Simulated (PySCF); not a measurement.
NiF4 (quintet). Level of theory: PySCF, UB3LYP, basis Ni def2-SVP, F def2-SVP (no relativity, density fitting).

Harmonic bands of its minimum:

```tsv
ω (cm⁻¹)	IR (km/mol, summed over degenerate members)	degeneracy
69	0.0	1
172	27.4	2
187	0.0	1
222	6.1	1
599	0.0	1
647	61.2	2
681	17.5	1
```

Problem. The central atom is Ni. Infer the point group and assign the bands.

Solution. D2d. The modes span b1 + 2e + 2a1 + 2b2: 69 b1, 172 e, 187 a1, 222 b2, 599 a1, 647 e, 681 b2. The computed geometry has Ni–F 1.747 Å (×4); F–Ni–F 106.7° (×2), F–Ni–F 110.9° (×4).

This need not be the most stable arrangement of these atoms. Open d and f shells are described by one determinant, and the ground state may have another occupation or spin.
